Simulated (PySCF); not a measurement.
CH3BeCl (SMILES [CH3][Be][Cl]), singlet, at a GFN2-xTB geometry (such geometries of metal compounds can be far from the true shape), atoms displaced at random by about 0.03 Å a coordinate; PySCF with TPSS/def2-SVP, gradient by finite differences.

Here is a job for PySCF.
```python
from pyscf import gto, scf, dft

mol = gto.M(
    atom='''
Be    0.643426    0.443270   -0.717094
Cl    1.701390    1.130614   -1.914294
C    -0.381977   -0.271987    0.412088
H    -0.962396   -1.080579    0.042244
H    -1.165873    0.339556    0.862526
H     0.147192   -0.655657    1.298690
''',
    basis='def2-svp',
    charge=0,
    spin=0,
    verbose=4,
)

mf = dft.RKS(mol)
mf.xc = 'tpss'
mf.conv_tol = 1e-11
mf.kernel()
scan, done = mf.as_scanner(), []
scan.scf_summary = {}
def energy(d):
    c = mol.atom_coords()
    c[0, 2] += d
    e = scan(mol.set_geom_(c, unit='Bohr', inplace=False))
    done.append(scan.converged)
    return e
h = 1e-3
fd = (energy(h) - energy(-h)) / (2 * h)
print('dE/dx =', fd)
```

It wrote (shortened):

```
PySCF version 2.14.0

[INPUT] verbose = 4
[INPUT] num. atoms = 6
[INPUT] num. electrons = 30
[INPUT] charge = 0
[INPUT] spin (= nelec alpha-beta = 2S) = 0
[INPUT] symmetry False subgroup None
[INPUT] Mole.unit = angstrom
[INPUT] Symbol           X                Y                Z      unit          X                Y                Z       unit  Magmom
[...]
nuclear repulsion = 63.1261597920101
number of shells = 28
number of NR pGTOs = 100
number of NR cGTOs = 56
basis = def2-svp
ecp = {}

******** <class 'pyscf.dft.rks.RKS'> ********
method = RKS
initial guess = minao
damping factor = 0
level_shift factor = 0
DIIS = <class 'pyscf.scf.diis.CDIIS'>
diis_start_cycle = 1
diis_space = 8
diis_damp = 0
SCF conv_tol = 1e-11
SCF conv_tol_grad = None
SCF max_cycles = 50
direct_scf = True
direct_scf_tol = 1e-13
XC library pyscf.dft.libxc version 7.1.2
    S. Lehtola, C. Steigemann, M. J. T. Oliveira, and M. A. L. Marques,  SoftwareX 7, 1–5 (2018)
XC functionals = tpss
    J. Tao, J. P. Perdew, V. N. Staroverov, and G. E. Scuseria,  Phys. Rev. Lett. 91, 146401 (2003)
    J. P. Perdew, J. Tao, V. N. Staroverov, and G. E. Scuseria,  J. Chem. Phys. 120, 6898 (2004)
    J. Tao, J. P. Perdew, V. N. Staroverov, and G. E. Scuseria,  Phys. Rev. Lett. 91, 146401 (2003)
    J. P. Perdew, J. Tao, V. N. Staroverov, and G. E. Scuseria,  J. Chem. Phys. 120, 6898 (2004)
radial grids:
    Treutler-Ahlrichs [JCP 102, 346 (1995); DOI:10.1063/1.469408] (M4) radial grids

becke partition: Becke, JCP 88, 2547 (1988); DOI:10.1063/1.454033
pruning grids: <function nwchem_prune>
grids dens level: 3
symmetrized grids: False
atomic radii adjust function: <function treutler_atomic_radii_adjust>
small_rho_cutoff = 0
Set gradient conv threshold to 3.16228e-06
Initial guess from minao.
tot grids = 76144
init E= -514.787242064149
[...]
cycle= 1 E= -514.709089683818  delta_E= 0.0782  |g|= 0.478  |ddm|= 2.58
[...]
cycle= 2 E= -514.64918420474  delta_E= 0.0599  |g|= 0.646  |ddm|= 1.16
[...]
cycle= 3 E= -514.772878379532  delta_E= -0.124  |g|= 0.0433  |ddm|= 0.706
[...]
cycle= 4 E= -514.773342105841  delta_E= -0.000464  |g|= 0.0171  |ddm|= 0.066
[...]
cycle= 5 E= -514.77341436546  delta_E= -7.23e-05  |g|= 0.00517  |ddm|= 0.0239
[...]
cycle= 6 E= -514.773422904628  delta_E= -8.54e-06  |g|= 0.000625  |ddm|= 0.00723
[...]
cycle= 7 E= -514.773423038976  delta_E= -1.34e-07  |g|= 8.74e-05  |ddm|= 0.00106
[...]
cycle= 8 E= -514.77342304167  delta_E= -2.69e-09  |g|= 1.74e-05  |ddm|= 0.000146
[...]
[...]
converged SCF energy = -514.773423041781
converged SCF energy = -514.773452132746
[...]
   3 C     -0.381977000000  -0.271987000000   0.412088000000 AA   -0.721831915883  -0.513980939442   0.778733459220 Bohr
   4 H     -0.962396000000  -1.080579000000   0.042244000000 AA   -1.818664863377  -2.041998365956   0.079829590406 Bohr
   5 H     -1.165873000000   0.339556000000   0.862526000000 AA   -2.203180666025   0.641667843953   1.629937915317 Bohr
   6 H      0.147192000000  -0.655657000000   1.298690000000 AA    0.278152567727  -1.239012161654   2.454168420711 Bohr

******** <class 'pyscf.scf.hf.RKS_Scanner'> ********
method = RKS_Scanner
initial guess = minao
damping factor = 0
level_shift factor = 0
DIIS = <class 'pyscf.scf.diis.CDIIS'>
diis_start_cycle = 1
diis_space = 8
diis_damp = 0
SCF conv_tol = 1e-11
SCF conv_tol_grad = None
SCF max_cycles = 50
direct_scf = True
direct_scf_tol = 1e-13
XC library pyscf.dft.libxc version 7.1.2
    S. Lehtola, C. Steigemann, M. J. T. Oliveira, and M. A. L. Marques,  SoftwareX 7, 1–5 (2018)
XC functionals = tpss
    J. Tao, J. P. Perdew, V. N. Staroverov, and G. E. Scuseria,  Phys. Rev. Lett. 91, 146401 (2003)
    J. P. Perdew, J. Tao, V. N. Staroverov, and G. E. Scuseria,  J. Chem. Phys. 120, 6898 (2004)
    J. Tao, J. P. Perdew, V. N. Staroverov, and G. E. Scuseria,  Phys. Rev. Lett. 91, 146401 (2003)
    J. P. Perdew, J. Tao, V. N. Staroverov, and G. E. Scuseria,  J. Chem. Phys. 120, 6898 (2004)
radial grids:
    Treutler-Ahlrichs [JCP 102, 346 (1995); DOI:10.1063/1.469408] (M4) radial grids

becke partition: Becke, JCP 88, 2547 (1988); DOI:10.1063/1.454033
pruning grids: <function nwchem_prune>
grids dens level: 3
symmetrized grids: False
atomic radii adjust function: <function treutler_atomic_radii_adjust>
small_rho_cutoff = 0
Set gradient conv threshold to 3.16228e-06
tot grids = 76144
init E= -514.773437328134
[...]
cycle= 1 E= -514.773393703722  delta_E= 4.36e-05  |g|= 0.000243  |ddm|= 0.00192
[...]
cycle= 2 E= -514.773393690144  delta_E= 1.36e-08  |g|= 0.000347  |ddm|= 0.000769
[...]
cycle= 3 E= -514.773393728218  delta_E= -3.81e-08  |g|= 2.9e-05  |ddm|= 0.000421
[...]
cycle= 4 E= -514.773393728424  delta_E= -2.06e-10  |g|= 1.4e-05  |ddm|= 4.91e-05
[...]
cycle= 5 E= -514.77339372848  delta_E= -5.54e-11  |g|= 2.83e-06  |ddm|= 1.65e-05
[...]
cycle= 6 E= -514.773393728483  delta_E= -3.64e-12  |g|= 2.64e-07  |ddm|= 3.28e-06
[...]
Extra cycle  E= -514.773393728483  delta_E= 2.27e-13  |g|= 2.82e-07  |ddm|= 5.94e-07
converged SCF energy = -514.773393728483
dE/dx = -0.02920213114521175
```
